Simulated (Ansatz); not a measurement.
```yaml
crystal:
  periodic: [false, false, false]
  atoms:
    - {symbol: Cl, position_ang: [1.899639, -0.073846, -2.500366]}
    - {symbol: Al, position_ang: [1.626754, -0.045064, -0.427507]}
    - {symbol: Br, position_ang: [0.006468, -1.777924, 0.166683]}
    - {symbol: Al, position_ang: [-1.547460, 0.045268, 0.659107]}
    - {symbol: Cl, position_ang: [-3.033600, 0.066546, -0.811594]}
    - {symbol: Br, position_ang: [0.094413, 1.778371, 0.127950]}
    - {symbol: H, position_ang: [2.810373, -0.063078, 0.594050]}
    - {symbol: H, position_ang: [-1.856577, 0.069736, 2.191656]}
basis:
  gaussian: {orbitals: def2-SVPD, nuclear_model: gaussian}
magnetization: {spin_polarized: true, initial_magnetization: 1}
hamiltonian: {xc: {name: B2GP-PLYP}}
scf: {lower_state_search: off}
output: {forces: true}
```

```sh
$ ansatz run in.yaml --threads 4 --pin off --events-out ev --progress --plain --max-ram 11315MiB
```

It prints (some lines left out):

```
Error: a molecule whose nuclei and cores have a total charge of 132 cannot have a net charge of 0 together with 1 unpaired electrons
```

Question: Something in this input is off. What?

Answer: The number of unpaired electrons doesn't fit the electron count. The program refused the input.
